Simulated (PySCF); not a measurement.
# Calculated NMR data

Theory: GIAO PBE0/pcSseg-1 shieldings, geometry from GFN2-xTB, in PySCF 2.14 (in vacuum, one computed conformer, fast rotation and ring inversion assumed for equivalent nuclei, non-relativistic Hamiltonian).

References, each an isolated molecule treated in the same way: TMS for ¹H (σ = 31.72 ppm) and ¹³C (σ = 186.93 ppm). Where no couplings were computed, multiplicities follow the n + 1 count of equivalent neighbours, and m marks all less simple cases (inequivalent or close neighbours, rings, F or P nearby). Shifts are as computed. Against solution values, carbons near 30 ppm lie about +3 ppm off and those near 130 ppm about +5 ppm. Of 1211 compounds with measured shifts, 218 miss one by over three times the rms of a fit or turn the order of signals round; such compounds aren't used in these exercises.

Compound 1 (C₅H₈O). ¹H NMR (600 MHz, computed): δ 6.55 (d, 1H), 4.83 (m, 1H), 4.12 (m, 2H), 2.10 (m, 2H), 1.70 (m, 2H). ¹³C{¹H} NMR (computed): δ 152.3, 104.3, 68.1, 25.7, 24.2. Structure: SMILES C1C=COCC1.

Compound 2 (C₉H₁₀N₂). ¹H NMR (600 MHz, computed): δ 7.98 (d, 1H), 7.63 (m, 1H), 7.51 (m, 1H), 7.44 (m, 1H), 4.18 (s, 3H), 2.73 (s, 3H). ¹³C{¹H} NMR (computed): δ 145.4, 143.5, 130.1, 130.0, 125.3, 124.2, 112.3, 36.9, 14.7. Structure: `Cc1nn(C)c2ccccc12`.
